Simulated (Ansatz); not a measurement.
Mulliken charges of `[NH2][Y]([NH2])[Cl]` from ωB97M-V/def2-TZVPP in Ansatz (PBE0-D4/def2-TZVP geometry).

| atom | x (Å) | y (Å) | z (Å) | charge (e) |
| --- | --- | --- | --- | --- |
| N1 | 0.730 | 1.475 | -0.860 | -0.440 |
| Y2 | 0.339 | -0.015 | 0.609 | 0.870 |
| N3 | -1.110 | -1.481 | 0.081 | -0.440 |
| Cl4 | 1.501 | -0.037 | 2.814 | -0.333 |
| H5 | 0.300 | 1.552 | -1.774 | 0.085 |
| H6 | 1.382 | 2.248 | -0.786 | 0.087 |
| H7 | -1.625 | -1.539 | -0.790 | 0.085 |
| H8 | -1.425 | -2.260 | 0.649 | 0.087 |

Question: By hand: the dipole of these point charges (1 e Å = 4.8032 D).

Answer: Σ q r = (-0.154, 0.002, -0.294) e Å, of length 0.332 e Å = 1.59 D.

Question: How does the dipole of the full density compare? (An estimate is asked.)

Answer: The calculation gave: (-0.302, 0.005, -0.577) e Å, 3.13 D; the point charges give 0.51 times that, at 0° from its direction.

Point charges leave out the atoms' own dipoles, such as those of lone pairs, and Mulliken's split depends on the basis, so the two needn't agree.
